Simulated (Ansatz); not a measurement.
CF3 (SMILES F[C](F)F), doublet, geometry from GFN2-xTB; PBE0/6-31G** (Ansatz, a program for electronic structure).

The Ansatz input:
Ansatz 0.2 input:
```yaml
crystal:
  periodic: [false, false, false]
  atoms:
    - {symbol: F, position_ang: [-0.61970144, 1.10330442, -0.05681889]}
    - {symbol: C, position_ang: [-0.00906407, -0.00843182, 0.30888598]}
    - {symbol: F, position_ang: [-0.64050898, -1.08653107, -0.11720652]}
    - {symbol: F, position_ang: [1.26625314, -0.01115214, -0.03189858]}
basis:
  gaussian:
    orbitals: 6-31G__.json
hamiltonian:
  xc: pbe0
magnetization: {spin_polarized: true, initial_magnetization: 1}
```
The basis file holds 6-31G** in the JSON format of the Basis Set Exchange.

What the program printed (banner, timings and long lists left out):

```
Functional definition: PBE0
523 factors; integrals over basis functions are off by at most 1.1e-3 eV
mean field evaluation 1: about -9175.0511 eV, gradient 2.2e1 eV
mean field evaluation 2: about -9173.9695 eV, gradient 3.0e1 eV
mean field evaluation 4: about -9176.4766 eV, gradient 3.0e-1 eV
mean field evaluation 8: about -9176.6171 eV, gradient 4.9e-2 eV
mean field evaluation 16: about -9176.6171 eV, gradient 2.5e-5 eV
mean field -9176.61709220 eV, -337.2344580039 hartree, gradient 2.5e-5 eV, S^2 0.751532; 0 other end points of the search recorded, 0 dependent functions left out
reference -9176.61709933 eV, -337.2344582659 hartree; 17, 16 occupied and 43, 44 virtual orbitals, 523 factors
Total energy: -9176.61709933 eV, -337.2344582659 hartree
```
